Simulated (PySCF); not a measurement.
Species: C4HF3NO4S (charge -1).
SMILES with atom numbers: `[O:1]=[S:2](=[O:3])([O-:4])[c:5]1[cH:6][o:7][c:8]([C:9]([F:10])([F:11])[F:12])[n:13]1` (hydrogens: H14 on C6)

Geometry (PBE0-D3(BJ)/def2-SVP, Å), atoms numbered from 1 in this order:
```
atom  x, y, z in Å
O1     2.9567    0.9141    1.0933
S2     2.7124    0.1832   -0.1579
O3     3.2215   -1.2031   -0.1840
O4     2.9425    0.9522   -1.3895
C5     0.9295   -0.1154   -0.1574
C6     0.3436   -1.3404   -0.2531
O7    -1.0079   -1.1703   -0.2359
C8    -1.1594    0.1590   -0.1283
C9    -2.5622    0.6675   -0.0664
F10   -3.2518    0.3521   -1.1725
F11   -3.2306    0.1295    0.9643
F12   -2.5884    1.9845    0.0704
N13   -0.0667    0.8383   -0.0791
H14    0.7394   -2.3466   -0.3333
```

The calculation used PBE0-D3(BJ)/def2-SVP geometry optimisation, gas phase (PySCF 2.14.0).

Masses are those of the commonest isotopes; rigid-rotor values at the optimised geometry. 

(1) What are A, B and C (MHz)?

(2) Classify the top.

(3) What does the inertial defect say?

(4) Give the other two planar moments, Paa and Pbb, and the rms extents of the mass along the axes.

(5) Where do the levels up to J = 3 lie, in cm⁻¹?

(6) Which lines would a microwave search look for?

Results:

(1) Ia = 268.99, Ib = 1431.07, Ic = 1513.74 u·Å²; 505379 MHz·u·Å²/I gives A = 1879, B = 353.1, C = 333.9 MHz.

(2) A near-prolate asymmetric top: κ = (2 × 353.1 − 1879 − 333.9)/(1879 − 333.9) = -0.98.

(3) Not planar: Δ = Ic − Ia − Ib = -186.32 u·Å². For a rigid frame Δ = −2 Σ m c², so Σ m c² = 93.16 u·Å² lies off the ab plane: 0.00 from hydrogen and 93.16 from heavier atoms. The atom farthest from that plane is 1.29 Å away.

(4) Paa = Σ m a² = (Ib + Ic − Ia)/2 = 1337.91 and Pbb = Σ m b² = (Ia + Ic − Ib)/2 = 175.83 u·Å². With the mass M = 215.96 u, the rms extents √(P/M) along a, b and c are 2.49, 0.90, 0.66 Å.

(5) Above 0(0,0):
J = 1: 1(0,1) 0.0229, 1(1,1) 0.0738, 1(1,0) 0.0744
J = 2: 2(0,2) 0.0687, 2(1,2) 0.1190, 2(1,1) 0.1209, 2(2,1) 0.2736, 2(2,0) 0.2736
J = 3: 3(0,3) 0.1375, 3(1,3) 0.1868, 3(1,2) 0.1906, 3(2,2) 0.3423, 3(2,1) 0.3424, 3(3,1) 0.5984, 3(3,0) 0.5984
Those of J = 1 are B + C, A + C and A + B.

(6) The dipole components (about the centre of mass, as the species is charged) are |μa| = 10.46 D, |μb| = 2.88 D, |μc| = 0.02 D. The squared components, which scale the intensities, stand as 1.00 : 0.08 : 0.00 (a : b : c). Some lines, for components of 0.1 D or more:

| type | branch | J(Ka,Kc) | MHz | lower level (cm⁻¹) |
| --- | --- | --- | --- | --- |
| a | R | 1(0,1) ← 0(0,0) | 687 | 0.000 |
| a | R | 2(0,2) ← 1(0,1) | 1374 | 0.023 |
| a | R | 2(1,1) ← 1(1,0) | 1393 | 0.074 |
| b | Q | 3(1,2) ← 3(0,3) | 1594 | 0.137 |
| a | R | 3(2,1) ← 2(2,0) | 2062 | 0.274 |
| b | R | 2(1,2) ← 1(0,1) | 2880 | 0.023 |
| b | Q | 3(2,1) ← 3(1,2) | 4549 | 0.191 |
| b | Q | 3(2,2) ← 3(1,3) | 4664 | 0.187 |
| b | Q | 4(2,3) ← 4(1,4) | 4703 | 0.277 |
| b | Q | 4(3,1) ← 4(2,2) | 7674 | 0.434 |
| b | Q | 3(3,1) ← 3(2,2) | 7677 | 0.342 |
| b | R | 4(3,1) ← 3(2,2) | 10425 | 0.342 |

PBE0-D3(BJ)/def2-SVP frequencies: not computed here. Constants of a rigid frame at the computed geometry: no zero-point averaging, no centrifugal distortion. Quadrupole hyperfine structure (14N) is left out.
